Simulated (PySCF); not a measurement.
A survey of 17O NMR shifts

- σ from GIAO-PBE0/pcSseg-1
- geometry from GFN2-xTB
- run in PySCF 2.14.0 with density-fitted response routines
- non-relativistic Hamiltonian, isolated molecule, fast rotation and ring inversion assumed for equivalent nuclei, one computed conformer

Shieldings were converted by a linear fit to measured shifts: 17O: δ = 266.70 − 0.911σ (rms 10.7 ppm, 155 shifts, 12.2 ppm with the 3 outliers that the fit left out vs liquid water, solution or neat liquid). A few per cent of atoms miss by over 2 rms, more outside the fitted compound classes.

**Question.** Give the 17O shifts of `C=C(C)[C@@]1(OC=O)C[SiH2]1`, `C=C[C@@H]1COCC(=O)[SiH2]1`, `FC[C@@H]1O[Si@H](F)O[SiH2]1`, `C#C/C(F)=C/OC[SiH3]`, `CC[Si@@H]1C(=O)C=C1F`.

**Answer.** 
| compound | environment | δ (ppm) |
| --- | --- | --- |
| [CH2:1]=[C:2]([CH3:3])[C@@:4]1([O:5][CH:6]=[O:7])[CH2:8][SiH2:9]1 | O7: ester carbonyl oxygen | 361.9 |
| [CH2:1]=[C:2]([CH3:3])[C@@:4]1([O:5][CH:6]=[O:7])[CH2:8][SiH2:9]1 | O5: ester alkoxy oxygen | 196.6 |
| [CH2:1]=[CH:2][C@@H:3]1[CH2:4][O:5][CH2:6][C:7](=[O:8])[SiH2:9]1 | O8: carbonyl oxygen | 750.0 |
| [CH2:1]=[CH:2][C@@H:3]1[CH2:4][O:5][CH2:6][C:7](=[O:8])[SiH2:9]1 | O5: ether oxygen | -4.9 |
| [F:1][CH2:2][C@@H:3]1[O:4][Si@H:5]([F:6])[O:7][SiH2:8]1 | O7: oxygen bonded to 2 Si, in a 5-membered ring | 21.7 |
| [F:1][CH2:2][C@@H:3]1[O:4][Si@H:5]([F:6])[O:7][SiH2:8]1 | O4: oxygen bonded to C, Si, in a 5-membered ring | 11.0 |
| C#C/C(F)=C/OC[SiH3] | ether oxygen | 69.8 |
| CC[Si@@H]1C(=O)C=C1F | carbonyl oxygen | 622.7 |
